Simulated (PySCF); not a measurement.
PySCF input file for CH8FNSi2, SMILES NC[SiH2][SiH2]F, TDA-ωB97X/def2-SVPD. Geometry optimised at PBE0-D3(BJ)/def2-SVP. This is a generated structure with no PubChem entry under its InChIKey; it may be hypothetical. The values are those of a single conformer.

```python
import numpy as np
from pyscf import gto, scf, dft, tdscf

mol = gto.M(
    atom='''
    N    -2.71218178    1.05777118    1.02062505
    C    -1.56326093    0.17583522    0.87373458
    Si   -0.09256321    0.91097311   -0.09363303
    Si    1.68726908   -0.59603658   -0.33955686
    F     1.08388548   -1.96111904   -1.00993041
    H    -2.44873750    1.91963588    1.49465592
    H    -3.07471836    1.33268823    0.10965610
    H    -1.87845431   -0.75687928    0.37571202
    H    -1.21520747   -0.13942417    1.87238269
    H     0.41123636    2.13516819    0.61306366
    H    -0.56576152    1.34280061   -1.44896927
    H     2.28271705   -0.96564934    0.98058350
    H     2.77291222   -0.08678990   -1.22983516
    ''',
    basis='def2-SVPD',
    charge=0,
    spin=0,
    max_memory=1600,
    verbose=4,
)
mf = dft.RKS(mol, xc='wb97x').density_fit(auxbasis='def2-universal-jkfit')
mf.grids.level = 3
mf.conv_tol = 1e-9
mf.max_cycle = 100
mf.kernel()
mf.grids = dft.Grids(mol).set(level=1).build(with_non0tab=True)  # coarser grid for the response kernel
td = tdscf.TDA(mf)
td.singlet = True
td.nstates = 10
td.conv_tol = 1e-4
td.positive_eig_threshold = 1e-6
td.kernel(x0=td.get_init_guess(mf, 15))
td.analyze()
tt = tdscf.TDA(mf)
tt.singlet = False
tt.nstates = 4
tt.conv_tol = 1e-4
tt.positive_eig_threshold = 1e-6
tt.kernel(x0=tt.get_init_guess(mf, 9))
tt.analyze(verbose=3)
```

It prints:

```
PySCF version 2.14.0

[INPUT] verbose = 4
[INPUT] num. atoms = 13
[INPUT] num. electrons = 58
[INPUT] charge = 0
[INPUT] spin (= nelec alpha-beta = 2S) = 0
[INPUT] symmetry False subgroup None
[INPUT] Mole.unit = angstrom
[INPUT] Symbol           X                Y                Z      unit          X                Y                Z       unit  Magmom
[INPUT]  1 N     -2.712181780000   1.057771180000   1.020625050000 AA   -5.125280764235   1.998897832658   1.928701820371 Bohr   0.0
[INPUT]  2 C     -1.563260930000   0.175835220000   0.873734580000 AA   -2.954135018933   0.332280408853   1.651119061762 Bohr   0.0
[INPUT]  3 Si    -0.092563210000   0.910973110000  -0.093633030000 AA   -0.174919116111   1.721489684743  -0.176940782913 Bohr   0.0
[INPUT]  4 Si     1.687269080000  -0.596036580000  -0.339556860000 AA    3.188476459647  -1.126345896422  -0.641669469117 Bohr   0.0
[INPUT]  5 F      1.083885480000  -1.961119040000  -1.009930410000 AA    2.048246707593  -3.705977883270  -1.908491879770 Bohr   0.0
[INPUT]  6 H     -2.448737500000   1.919635880000   1.494655920000 AA   -4.627443225952   3.627586072088   2.824490339260 Bohr   0.0
[INPUT]  7 H     -3.074718360000   1.332688230000   0.109656100000 AA   -5.810375610572   2.518415764131   0.207219996888 Bohr   0.0
[INPUT]  8 H     -1.878454310000  -0.756879280000   0.375712020000 AA   -3.549764183409  -1.430294548558   0.709992819507 Bohr   0.0
[INPUT]  9 H     -1.215207470000  -0.139424170000   1.872382690000 AA   -2.296409302826  -0.263473496445   3.538290484476 Bohr   0.0
[INPUT] 10 H      0.411236360000   2.135168190000   0.613063660000 AA    0.777124092863   4.034883108983   1.158522414323 Bohr   0.0
[INPUT] 11 H     -0.565761520000   1.342800610000  -1.448969270000 AA   -1.069134324618   2.537525392799  -2.738155083211 Bohr   0.0
[INPUT] 12 H      2.282717050000  -0.965649340000   0.980583500000 AA    4.313710044375  -1.824812784967   1.853034257267 Bohr   0.0
[INPUT] 13 H      2.772912220000  -0.086789900000  -1.229835160000 AA    5.240044663260  -0.164009141378  -2.324051630761 Bohr   0.0

nuclear repulsion = 287.769690031581
number of shells = 77
number of NR pGTOs = 257
number of NR cGTOs = 175
basis = def2-SVPD
ecp = {}


[settings echo left out]
init E= -776.164260234495
  HOMO = -0.255834242696529  LUMO = -0.0202631892920548  gap/eV = 6.41021
cycle= 1 E= -776.099977678047  delta_E= 0.0643  |g|= 0.571  |ddm|= 4.19
  HOMO = -0.301787156404211  LUMO = 0.0296639874438287  gap/eV = 9.01925
cycle= 2 E= -776.107082995805  delta_E= -0.00711  |g|= 0.637  |ddm|= 1.67
  HOMO = -0.334095780814848  LUMO = 0.0414223553457016  gap/eV = 10.21837
cycle= 3 E= -776.172719367778  delta_E= -0.0656  |g|= 0.0509  |ddm|= 0.589
  HOMO = -0.335969718833808  LUMO = 0.0503488846741211  gap/eV = 10.51226
cycle= 4 E= -776.173402626046  delta_E= -0.000683  |g|= 0.0198  |ddm|= 0.136
  HOMO = -0.332793907849434  LUMO = 0.0494531721243936  gap/eV = 10.40147
cycle= 5 E= -776.17351352565  delta_E= -0.000111  |g|= 0.00895  |ddm|= 0.122
  HOMO = -0.334247027304359  LUMO = 0.0492236923511244  gap/eV = 10.43477
cycle= 6 E= -776.173533509608  delta_E= -2e-05  |g|= 0.00109  |ddm|= 0.0234
  HOMO = -0.334129327170446  LUMO = 0.0492940697979845  gap/eV = 10.43348
cycle= 7 E= -776.173534597385  delta_E= -1.09e-06  |g|= 0.000314  |ddm|= 0.0203
  HOMO = -0.334181606002518  LUMO = 0.0492658467733698  gap/eV = 10.43414
cycle= 8 E= -776.173534690211  delta_E= -9.28e-08  |g|= 8.35e-05  |ddm|= 0.00624
  HOMO = -0.334181475634151  LUMO = 0.0492698286664277  gap/eV = 10.43424
cycle= 9 E= -776.173534695408  delta_E= -5.2e-09  |g|= 2.86e-05  |ddm|= 0.00123
  HOMO = -0.334178807105578  LUMO = 0.0492689284069345  gap/eV = 10.43414
cycle= 10 E= -776.17353469582  delta_E= -4.12e-10  |g|= 1.1e-05  |ddm|= 0.000239
  HOMO = -0.334180901749207  LUMO = 0.0492682785125034  gap/eV = 10.43418
Extra cycle  E= -776.173534695863  delta_E= -4.34e-11  |g|= 8.07e-06  |ddm|= 3.35e-05
converged SCF energy = -776.173534695863
tot grids = 48200
Overwritten attributes  positive_eig_threshold  of <class 'pyscf.tdscf.rks.TDA'>


******** <class 'pyscf.tdscf.rks.TDA'> for <class 'pyscf.df.df_jk.DFRKS'> ********
nstates = 10 singlet
deg_eia_thresh = 1.000e-03
wfnsym = None
conv_tol = 0.0001
eigh lindep = 1e-12
eigh level_shift = 0
eigh max_cycle = 100


Excitation energies (eV)
[6.05481819 6.24536474 6.82762806 7.1196495  7.32408117 7.78835378
 7.81957869 7.87856284 8.00201372 8.23646173]

** Singlet excitation energies and oscillator strengths **
Excited State   1:      6.05482 eV    204.77 nm  f=0.0135
      28 -> 30       -0.16987
      29 -> 30       -0.49536
      29 -> 31       -0.36499
      29 -> 32        0.15004
      29 -> 33       -0.13769
      29 -> 34       -0.13055
Excited State   2:      6.24536 eV    198.52 nm  f=0.0520
      28 -> 30       -0.30124
      29 -> 30       -0.34013
      29 -> 31        0.42423
      29 -> 32       -0.16179
      29 -> 34        0.13474
      29 -> 36       -0.13406
Excited State   3:      6.82763 eV    181.59 nm  f=0.1112
      28 -> 31        0.14973
      29 -> 31        0.34836
      29 -> 32        0.43223
      29 -> 33       -0.30311
      29 -> 34       -0.13512
      29 -> 36        0.13979
Excited State   4:      7.11965 eV    174.14 nm  f=0.0266
      28 -> 30        0.55685
      29 -> 30       -0.26968
      29 -> 31        0.10412
      29 -> 32       -0.12296
      29 -> 34       -0.10959
      29 -> 36       -0.10377
      29 -> 37       -0.11353
Excited State   5:      7.32408 eV    169.28 nm  f=0.0174
      28 -> 30       -0.16483
      29 -> 30        0.11643
      29 -> 32       -0.34387
      29 -> 33       -0.37337
      29 -> 34       -0.30672
      29 -> 36       -0.20439
      29 -> 40        0.13092
Excited State   6:      7.78835 eV    159.19 nm  f=0.0302
      28 -> 31       -0.51469
      28 -> 32       -0.13736
      28 -> 33        0.25814
      29 -> 33       -0.10271
      29 -> 34       -0.12649
      29 -> 35        0.22617
Excited State   7:      7.81958 eV    158.56 nm  f=0.0233
      26 -> 30        0.31033
      27 -> 30        0.34993
      29 -> 33        0.25464
      29 -> 34       -0.33909
      29 -> 37       -0.16542
Excited State   8:      7.87856 eV    157.37 nm  f=0.0314
      26 -> 30        0.33107
      27 -> 30        0.32257
      29 -> 33       -0.27254
      29 -> 34        0.32317
      29 -> 38       -0.11632
Excited State   9:      8.00201 eV    154.94 nm  f=0.0332
      28 -> 31       -0.16628
      29 -> 35       -0.46209
      29 -> 37        0.13213
      29 -> 38       -0.24315
      29 -> 39        0.33286
Excited State  10:      8.23646 eV    150.53 nm  f=0.0263
      28 -> 31       -0.10015
      28 -> 32       -0.21943
      28 -> 34        0.16057
      29 -> 34        0.13409
      29 -> 35       -0.27386
      29 -> 36        0.20064
      29 -> 37       -0.23851
      29 -> 38        0.36098
      29 -> 39       -0.15485
      29 -> 46        0.10444

** Transition electric dipole moments (AU) **
state          X           Y           Z        Dip. S.      Osc.
  1        -0.2905     -0.0239      0.0760      0.0907      0.0135
  2        -0.5671     -0.0294      0.1311      0.3397      0.0520
  3         0.6553      0.1120     -0.4720      0.6647      0.1112
  4        -0.3128      0.0948      0.2135      0.1524      0.0266
  5         0.1458      0.0943     -0.2582      0.0968      0.0174
  6         0.3304     -0.1133      0.1901      0.1582      0.0302
  7        -0.3347     -0.0433      0.0867      0.1214      0.0233
  8         0.3245      0.1669     -0.1723      0.1628      0.0314
  9         0.2842     -0.2073      0.2133      0.1693      0.0332
 10         0.2497     -0.2415     -0.0982      0.1303      0.0263

** Transition velocity dipole moments (imaginary part, AU) **
state          X           Y           Z        Dip. S.      Osc.
  1        -0.0154      0.0177      0.0078      0.0006      0.0018
  2        -0.0920     -0.0005      0.0513      0.0111      0.0322
  3         0.1395      0.0250     -0.0782      0.0262      0.0696
  4        -0.0942     -0.0202      0.0406      0.0109      0.0279
  5         0.0392      0.0202     -0.0373      0.0033      0.0083
  6         0.0749     -0.0052     -0.0273      0.0064      0.0149
  7        -0.0846     -0.0153      0.0312      0.0084      0.0194
  8         0.0634      0.0136     -0.0331      0.0053      0.0122
  9         0.0531     -0.0432      0.0198      0.0051      0.0115
 10         0.0505     -0.0559     -0.0200      0.0061      0.0134

** Transition magnetic dipole moments (imaginary part, AU) **
state          X           Y           Z
  1         0.3677      0.3575      0.3121
  2        -0.1398     -0.1359     -1.0523
  3         0.2243     -0.0558      0.2504
  4        -0.3203     -0.2661      0.0651
  5         0.0967     -0.0348     -0.0933
  6         0.3289     -0.1678      0.5708
  7         0.7412     -0.4376     -0.1072
  8         0.9173     -0.5189      0.1705
  9        -0.0276     -0.2332      0.0769
 10        -0.0015      0.1579     -0.2169


******** <class 'pyscf.tdscf.rks.TDA'> for <class 'pyscf.df.df_jk.DFRKS'> ********
nstates = 4 triplet
deg_eia_thresh = 1.000e-03
wfnsym = None
conv_tol = 0.0001
eigh lindep = 1e-12
eigh level_shift = 0
eigh max_cycle = 100


Excitation energies (eV)
[5.49750646 5.90485094 6.18070943 6.63950219]

** Triplet excitation energies and oscillator strengths **
Excited State   1:      5.49751 eV    225.53 nm  f=0.0000
Excited State   2:      5.90485 eV    209.97 nm  f=0.0000
Excited State   3:      6.18071 eV    200.60 nm  f=0.0000
Excited State   4:      6.63950 eV    186.74 nm  f=0.0000
```

The run converged.
